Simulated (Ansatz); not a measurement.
System: C3H3N2, charge -1, multiplicity 1. It need not be the lowest isomer of its formula. Whether it binds its extra electron was not tested at this geometry. 
Coordinates optimised at B3LYP-D3(BJ)/def2-TZVP (Ansatz, a first-principles code):
SMILES: c1n[nH][c-]c1
```xyz
8

C      0.4701     1.1915    -0.1304
C     -0.8770     0.7998     0.0610
C     -0.9285    -0.6073     0.1523
N      0.2810    -1.1520     0.0345
N      1.0714    -0.0361    -0.1313
H     -1.7252     1.4694     0.1262
H     -1.7850    -1.2563     0.2981
H      2.0554    -0.2006    -0.2439
```
Charge -1, spin multiplicity 1.

Parts of the frozen-core correlation energy in STO-3G (Ansatz, hartree). Frozen orbitals: 5; correlated occupied orbitals by spin: 13 and 13; virtual: 10 and 10. No spin-orbit coupling. No relativistic terms.

```tsv
term	value
reference (HF)	-221.19906
MP2 opposite-spin	?
MP2 same-spin	?
CCSD correlation	-0.31435
(T)	?
T1 diagnostic	0.016
largest doubles amplitude	0.091
```

Question: Complete the blanks.

Answer: 
- MP2 opposite-spin, value: -0.21170
- MP2 same-spin, value: -0.05716
- (T), value: -0.00952
